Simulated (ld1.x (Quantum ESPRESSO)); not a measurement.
**What one change does to a pseudopotential (aluminium (Al), TM)**

| Quantity | Value |
| --- | --- |
| Element | Al (Z = 13) |
| Generator | ld1.x (Quantum ESPRESSO) 7.5 |
| Type | norm-conserving Troullier–Martins (Kleinman–Bylander form) |
| Functional | PBE |
| Relativity | scalar-relativistic |
| Frozen core | [Ne] |
| Valence charge | 3 |
| Reference configuration | 3s2 3p1 |
| Partial waves | 3s (bound): rc 2.20 bohr; 3p (bound): rc 2.10 bohr; 3d channel at 0.05 Ry: rc 2.05 bohr |
| Local potential | all-electron potential smoothed inside 1.75 bohr (lloc = -1) |
| Core correction | a·sin(br)/r model core inside 1.80 bohr |

All-electron outer shells of the reference configuration (PBE, scalar-relativistic, ld1.x):

```json
{"shell": "2s", "level (eV)": "-108.17", "outermost node (bohr)": "0.16", "outermost maximum (bohr)": "0.50"}
{"shell": "2p", "level (eV)": "-69.64", "outermost node (bohr)": "–", "outermost maximum (bohr)": "0.43"}
{"shell": "3s", "level (eV)": "-7.75", "outermost node (bohr)": "0.80", "outermost maximum (bohr)": "2.09"}
{"shell": "3p", "level (eV)": "-2.71", "outermost node (bohr)": "0.82", "outermost maximum (bohr)": "2.64"}
```

Change: wave 3s (bound): rc 2.20 bohr becomes 3s (bound): rc 1.74 bohr.

Cutoffs: the cutoffs (Ry, on a coarse ladder) from which the occupation-weighted sum of valence levels, in a spherical-Bessel basis at the reference potential, stays within 10 and 1 mRy of its value at 400 Ry; they do not see the model core or the augmentation charge, which bear on the density cutoff. Errors are all-electron minus pseudo energies relative to the spin-unpolarised reference configuration.

Question: Predict the effect on cutoff, ghosts and configuration errors.

Answer: The potential gets harder (10 Ry and 25 Ry → 10 Ry and 30 Ry); of the 7 tests that both files solve, the error grows in 2 and shrinks in 1 by more than 15 % and 0.3 meV (median size 0.8 → 0.3 meV); neither file shows a bound ghost. A smaller radius makes the pseudo-wave follow the all-electron one further in, where it bends more sharply, so more plane waves are needed.

```csv
quantity,base,changed
"cutoff, loose",10 Ry,10 Ry
"cutoff, tight",25 Ry,30 Ry
bound ghosts,none,none
"error for 3s2 3p0, meV [ΔE 5.76 eV]",+0.2,+0.1
"error for 3s1 3p0, meV [ΔE 24.99 eV]",+7.8,+8.5
"error for 3s2 3p0.5, meV [ΔE 2.09 eV]",+0.1,+0.1
"error for 3s2 3p1.3, meV [ΔE -0.57 eV]",+0.1,+0.1
"error for 3s0 3p3, meV [ΔE 10.45 eV]",-0.9,+4.3
"error for 3s1 3p2, meV [ΔE 5.14 eV]",-0.8,+0.3
"error for 3s1 3p1, meV [ΔE 11.57 eV]",+1.3,+2.4
```
